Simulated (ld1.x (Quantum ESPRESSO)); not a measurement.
## Pb: PAW pseudisation with PBEsol, scalar-relativistic reference atom.

Input for ld1.x (Quantum ESPRESSO) 7.5:

```
&input
   title='Pb', zed=82., rel=1, dft='PBESOL', iswitch=3,
   config='[Xe] 4f14 5d10 6s1.75 6p2.25',
   nld=3, rlderiv=3.10, eminld=-4.0, emaxld=5.0, deld=0.02
 /
 &inputp
   pseudotype=3, lpaw=.true., tm=.true., lloc=-1, rcloc=2.70,
   nlcc=.true., new_core_ps=.true., rcore=1.65,
   which_augfun='BESSEL', rmatch_augfun=1.50,
   file_pseudopw='Pb.UPF', file_wfcaegen='ae.wfc', file_wfcncgen='nc.wfc', file_beta='beta', file_chi='chi', file_wfcusgen='us.wfc'
 /
6
6S  1  0   1.75   0.00  1.45  1.85  0.0
6S  1  0   0.00   1.55  1.45  1.85  0.0
6P  2  1   2.25   0.00  2.70  2.85  0.0
6P  2  1   0.00   0.40  2.70  2.85  0.0
5D  3  2  10.00   0.00  1.65  1.75  0.0
5D  3  2   0.00   0.90  1.65  1.75  0.0
 &test
   configts(1)='5d10 6s1.75 6p2.25'
 /
```

Command:

```bash
ld1.x < Pb.in > Pb.out
```

Resulting log (shortened: banner, matrices, multipoles, cross overlaps and the repeated all-electron block are left out):

```
Program LD1 v.7.5
     --------------------------- All-electron run ----------------------------

     Pb
     scalar relativistic calculation

     atomic number is 82.00
     dft =PBESOL   lsd =0 sic =0 latt =0  beta=0.20 tr2=1.0E-14
     Exchange-correlation= PBESOL
                           (   1   4  10   8   0   0   0)
     mesh =1281 r(mesh) =  98.81810 a.u. xmin = -7.00 dx = 0.01250
     1 Ry =  13.60569312 eV, c = 137.03599908

     n l     nl                  e(Ry)          e(Ha)          e(eV)
     1 0     1S 1( 2.00)     -6475.8748     -3237.9374    -88108.7654
     2 0     2S 1( 2.00)     -1158.3249      -579.1625    -15759.8134
     2 1     2P 1( 6.00)      -993.5128      -496.7564    -13517.4308
     3 0     3S 1( 2.00)      -278.0704      -139.0352     -3783.3411
     3 1     3P 1( 6.00)      -230.8275      -115.4137     -3140.5677
     4 0     4S 1( 2.00)       -62.9557       -31.4779      -856.5564
     4 1     4P 1( 6.00)       -47.4759       -23.7379      -645.9425
     3 2     3D 1(10.00)      -182.6711       -91.3356     -2485.3674
     5 0     5S 1( 2.00)       -10.6323        -5.3162      -144.6599
     5 1     5P 1( 6.00)        -6.3415        -3.1708       -86.2808
     4 2     4D 1(10.00)       -29.5745       -14.7872      -402.3813
     4 3     4F 1(14.00)        -9.8054        -4.9027      -133.4089
     5 2     5D 1(10.00)        -1.5876        -0.7938       -21.6000
     6 0     6S 1( 1.75)        -0.9103        -0.4552       -12.3855
     6 1     6P 1( 2.25)        -0.2725        -0.1362        -3.7074

     final scf error:  5.6E-15 reached in  30 iterations

     Etot =  -41752.483599 Ry,  -20876.241800 Ha, -568071.478971 eV

     Ekin =   47204.934562 Ry,   23602.467281 Ha,  642255.853541 eV
     Encl = -104271.595835 Ry,  -52135.797917 Ha,-1418687.334372 eV
     Eh   =   16075.766470 Ry,    8037.883235 Ha,  218721.945305 eV
     Exc  =    -761.588796 Ry,    -380.794398 Ha,  -10361.943445 eV

     normalization and overlap integrals

     s(1S/1S) =  1.000000  <r> =   0.0160  <r2> =    0.0004  r(max) =   0.0099
     s(2S/2S) =  1.000000  <r> =   0.0676  <r2> =    0.0054  r(max) =   0.0575
     s(2P/2P) =  1.000000  <r> =   0.0614  <r2> =    0.0046  r(max) =   0.0476
     s(3S/3S) =  1.000000  <r> =   0.1746  <r2> =    0.0349  r(max) =   0.1622
     s(3P/3P) =  1.000000  <r> =   0.1765  <r2> =    0.0361  r(max) =   0.1622
     s(4S/4S) =  1.000000  <r> =   0.3843  <r2> =    0.1666  r(max) =   0.3609
     s(4P/4P) =  1.000000  <r> =   0.4101  <r2> =    0.1911  r(max) =   0.3842
     s(3D/3D) =  1.000000  <r> =   0.1600  <r2> =    0.0299  r(max) =   0.1311
     s(5S/5S) =  1.000000  <r> =   0.8531  <r2> =    0.8155  r(max) =   0.7932
     s(5P/5P) =  1.000000  <r> =   0.9768  <r2> =    1.0764  r(max) =   0.8766
     s(4D/4D) =  1.000000  <r> =   0.4311  <r2> =    0.2145  r(max) =   0.3890
     s(4F/4F) =  1.000000  <r> =   0.4539  <r2> =    0.2467  r(max) =   0.3476
     s(5D/5D) =  1.000000  <r> =   1.3039  <r2> =    1.9822  r(max) =   1.0707
     s(6S/6S) =  1.000000  <r> =   2.2992  <r2> =    6.0057  r(max) =   1.9509
     s(6P/6P) =  1.000000  <r> =   3.3135  <r2> =   12.8020  r(max) =   2.6334

     ------------------------ End of All-electron run ------------------------

     --------------------- Generating PAW atomic setup --------------------

      Generating local potential from pseudized AE potential:
      Matching radius rcloc =   2.7000

      Local pseudo, rcloc= 2.700 Estimated cut-off energy=     3.41 Ry

      Computing core charge for nlcc:

       r > 1.66 : true rho core
      Core charge pseudized with two Bessel functions
      Integrated core pseudo-charge :   7.50
      Wfc-us  6S rcutus= 1.856  Estimated cut-off energy=    12.57 Ry
      Wfc-us  6S rcutus= 1.856  Estimated cut-off energy=    16.10 Ry
      Wfc-us  6P rcutus= 2.839  Estimated cut-off energy=     9.42 Ry
      Wfc-us  6P rcutus= 2.839  Estimated cut-off energy=    10.93 Ry
      Wfc-us  5D rcutus= 1.765  Estimated cut-off energy=    38.07 Ry
      Wfc-us  5D rcutus= 1.765  Estimated cut-off energy=    62.91 Ry

     Required augmentation: BESSEL   radius:    1.500000
     Suggested rho cutoff for augmentation:  44.10 Ry

     Estimated PAW energy = -858.981285 Ryd

     ------------------- End of pseudopotential generation -------------------

     Computing logarithmic derivative in   3.11756
     Computing logarithmic derivative in   3.11756
     Computing the partial wave expansion
     R is outside the sphere for l=    0 j= 0.00
     R is outside the sphere for l=    0 j= 0.00
     R is outside the sphere for l=    1 j= 0.00
     R is outside the sphere for l=    1 j= 0.00
     R is outside the sphere for l=    2 j= 0.00
     R is outside the sphere for l=    2 j= 0.00

     ---------------------- Testing the pseudopotential ----------------------

     Pb
     scalar relativistic calculation

     atomic number is 82.00   valence charge is 14.00
     dft = SLA  PW   PSX  PSC   lsd =0 sic =0 latt =0  beta=0.20 tr2=1.0E-14
     mesh =1281 r(mesh) =  98.81810 xmin = -7.00 dx = 0.01250

     n l     nl             e AE (Ry)        e PS (Ry)    De AE-PS (Ry)
     3 2     5D   1(10.00)       -1.58757       -1.58757        0.00000
     1 0     6S   1( 1.75)       -0.91031       -0.91032        0.00000
     2 1     6P   1( 2.25)       -0.27249       -0.27249        0.00000

     eps = 2.7E-17  iter =  4

     Etot =  -41752.483599 Ry,  -20876.241800 Ha, -568071.478971 eV
     Etotps =  -858.981287 Ry,    -429.490644 Ha,  -11687.035791 eV

     Ekin =     260.005724 Ry,     130.002862 Ha,    3537.558098 eV
     Encl =    -463.937548 Ry,    -231.968774 Ha,   -6312.191910 eV
     Ehrt =     106.539333 Ry,      53.269666 Ha,    1449.541464 eV
     Ecxc =    -761.588796 Ry,    -380.794398 Ha,  -10361.943443 eV
     (Ecc =     -11.061669 Ry,      -5.530834 Ha,    -150.501671 eV)

     ---------------------- End of pseudopotential test ----------------------
```

Generation and configuration tests took about 2.5 s on one core of a shared server CPU.

Transferability test of the new file with ld1.x, input:

```
&input
   title='Pb', zed=82., rel=1, dft='PBESOL', iswitch=2,
   config='[Xe] 4f14 5d10 6s1.75 6p2.25'
 /
 &test
   file_pseudo='Pb.UPF', nconf=8,
   configts(1)='5d10 6s1.75 6p2.25',
   configts(2)='5d10 6s2 6p2',
   configts(3)='5d10 6s2 6p1',
   configts(4)='5d10 6s2 6p0',
   configts(5)='5d10 6s0 6p4',
   configts(6)='5d9 6s2 6p2',
   configts(7)='5d9 6s2 6p3',
   configts(8)='5d10 6s0 6p0'
 /
```

```bash
ld1.x < Pb.test.in > Pb.test.out
```

Pseudopotential blocks of its output, shortened (energy terms left out):

```
     ---------------------- Testing the pseudopotential ----------------------

     n l     nl             e AE (Ry)        e PS (Ry)    De AE-PS (Ry)
     3 2     5D   1(10.00)       -1.58757       -1.58757        0.00000
     1 0     6S   1( 1.75)       -0.91031       -0.91032        0.00000
     2 1     6P   1( 2.25)       -0.27249       -0.27249        0.00000

     eps = 6.9E-17  iter =  4

     Etot =  -41752.483599 Ry,  -20876.241800 Ha, -568071.478971 eV
     Etotps =  -858.981287 Ry,    -429.490644 Ha,  -11687.035793 eV

     ---------------------- End of pseudopotential test ----------------------

          ---------------------- Testing the pseudopotential ----------------------

     n l     nl             e AE (Ry)        e PS (Ry)    De AE-PS (Ry)
     3 2     5D   1(10.00)       -1.55531       -1.55499       -0.00033
     1 0     6S   1( 2.00)       -0.88899       -0.88921        0.00022
     2 1     6P   1( 2.00)       -0.25843       -0.25830       -0.00014

     eps = 8.1E-15  iter = 12

     Etot =  -41752.642117 Ry,  -20876.321058 Ha, -568073.635714 eV
     Etotps =  -859.139890 Ry,    -429.569945 Ha,  -11689.193697 eV
     dEtot_ae =      -0.158518 Ry
     dEtot_ps =      -0.158603 Ry,   Delta E=       0.000085 Ry

     ---------------------- End of pseudopotential test ----------------------

          ---------------------- Testing the pseudopotential ----------------------

     n l     nl             e AE (Ry)        e PS (Ry)    De AE-PS (Ry)
     3 2     5D   1(10.00)       -2.12137       -2.11972       -0.00164
     1 0     6S   1( 2.00)       -1.41923       -1.41972        0.00050
     2 1     6P   1( 1.00)       -0.72590       -0.72484       -0.00105

     eps = 4.2E-15  iter = 16

     Etot =  -41752.157179 Ry,  -20876.078590 Ha, -568067.037802 eV
     Etotps =  -858.655239 Ry,    -429.327620 Ha,  -11682.599682 eV
     dEtot_ae =       0.326420 Ry
     dEtot_ps =       0.326048 Ry,   Delta E=       0.000372 Ry

     ---------------------- End of pseudopotential test ----------------------

          ---------------------- Testing the pseudopotential ----------------------

     n l     nl             e AE (Ry)        e PS (Ry)    De AE-PS (Ry)
     3 2     5D   1(10.00)       -2.78377       -2.77804       -0.00573  !
     1 0     6S   1( 2.00)       -2.02284       -2.02355        0.00071
     2 1     6P   1( 0.00)       -1.26054       -1.25663       -0.00391

     eps = 9.4E-15  iter =  9

     Etot =  -41751.168859 Ry,  -20875.584430 Ha, -568053.591022 eV
     Etotps =  -857.668737 Ry,    -428.834369 Ha,  -11669.177639 eV
     dEtot_ae =       1.314740 Ry
     dEtot_ps =       1.312550 Ry,   Delta E=       0.002190 Ry

     ---------------------- End of pseudopotential test ----------------------

          ---------------------- Testing the pseudopotential ----------------------

     n l     nl             e AE (Ry)        e PS (Ry)    De AE-PS (Ry)
     3 2     5D   1(10.00)       -1.79603       -1.79490       -0.00114
     1 0     6S   1( 0.00)       -1.04425       -1.04564        0.00139
     2 1     6P   1( 4.00)       -0.36017       -0.36030        0.00013

     eps = 2.9E-15  iter = 11

     Etot =  -41751.326081 Ry,  -20875.663040 Ha, -568055.730129 eV
     Etotps =  -857.823707 Ry,    -428.911853 Ha,  -11671.286108 eV
     dEtot_ae =       1.157519 Ry
     dEtot_ps =       1.157581 Ry,   Delta E=      -0.000062 Ry

     ---------------------- End of pseudopotential test ----------------------

          ---------------------- Testing the pseudopotential ----------------------

     n l     nl             e AE (Ry)        e PS (Ry)    De AE-PS (Ry)
     3 2     5D   1( 9.00)       -2.46242       -2.46314        0.00072
     1 0     6S   1( 2.00)       -1.59052       -1.59259        0.00207
     2 1     6P   1( 2.00)       -0.83435       -0.83285       -0.00150

     eps = 3.6E-15  iter = 14

     Etot =  -41750.645999 Ry,  -20875.323000 Ha, -568046.477151 eV
     Etotps =  -857.142333 Ry,    -428.571167 Ha,  -11662.015549 eV
     dEtot_ae =       1.837600 Ry
     dEtot_ps =       1.838954 Ry,   Delta E=      -0.001354 Ry

     ---------------------- End of pseudopotential test ----------------------

          ---------------------- Testing the pseudopotential ----------------------

     n l     nl             e AE (Ry)        e PS (Ry)    De AE-PS (Ry)
     3 2     5D   1( 9.00)       -1.87430       -1.87632        0.00203
     1 0     6S   1( 2.00)       -1.03676       -1.03755        0.00079
     2 1     6P   1( 3.00)       -0.33567       -0.33551       -0.00016

     eps = 7.6E-15  iter = 18

     Etot =  -41751.224537 Ry,  -20875.612268 Ha, -568054.348554 eV
     Etotps =  -857.720445 Ry,    -428.860222 Ha,  -11669.881159 eV
     dEtot_ae =       1.259062 Ry
     dEtot_ps =       1.260842 Ry,   Delta E=      -0.001780 Ry

     ---------------------- End of pseudopotential test ----------------------

          ---------------------- Testing the pseudopotential ----------------------

     n l     nl             e AE (Ry)        e PS (Ry)    De AE-PS (Ry)
     3 2     5D   1(10.00)       -4.53404       -4.54056        0.00651  !
     1 0     6S   1( 0.00)       -3.52723       -3.53198        0.00474
     2 1     6P   1( 0.00)       -2.59903       -2.59979        0.00076

     eps = 6.9E-16  iter =  7

     Etot =  -41745.642057 Ry,  -20872.821029 Ha, -567978.395052 eV
     Etotps =  -852.135881 Ry,    -426.067940 Ha,  -11593.899294 eV
     dEtot_ae =       6.841542 Ry
     dEtot_ps =       6.845406 Ry,   Delta E=      -0.003865 Ry

     ---------------------- End of pseudopotential test ----------------------
```
